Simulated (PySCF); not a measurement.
Task: What does the PBE0-D3(BJ)/def2-SVP structure of `[Si@@H](P)(O[SiH3])C` look like in three dimensions?

Result: 
```xyz
14
CH9OPSi2 angstrom
C     -1.4666   -1.2179    0.8078
Si    -0.2326    0.1379    0.4450
P     -0.9737    1.3160   -1.3475
O      1.2508   -0.5099    0.0579
Si     2.1039   -1.2217   -1.1731
H     -1.1109   -1.8520    1.6351
H     -2.4416   -0.7944    1.0965
H     -1.6187   -1.8573   -0.0757
H     -0.0317    0.9945    1.6501
H     -0.1064    2.4265   -1.1114
H     -2.0569    1.8849   -0.6065
H      2.1241   -0.3320   -2.3738
H      3.4983   -1.4542   -0.7030
H      1.4862   -2.5294   -1.5514
```

Any rigid rotation of these coordinates is as good. Atoms count from 1 in this order. P3 (three-coordinate phosphorus) is pyramidal (angles 94.3°, 93.7° and 92.6°, sum 280.6°, 0.87 Å off the plane of its three neighbours). Si2 (oxygen-bound silicon) is tetrahedral (angles from 106.9° to 112.6°). Si5 (oxygen-bound silicon) is tetrahedral (angles from 108.3° to 110.5°).

Bonds between heavy atoms (Å): C1–Si2 1.869, Si2–P3 2.269, Si2–O4 1.664, O4–Si5 1.658.

Theory: PBE0-D3(BJ)/def2-SVP geometry optimisation, gas phase in PySCF 2.14.0.

Point group: C1 (no symmetry element, even within 0.4 Å). Not checked by PBE0-D3(BJ)/def2-SVP frequencies. The numbers are those of one conformer (C1–Si2–P3–H 164° and 70°, C1–Si2–O4–Si5 79°).
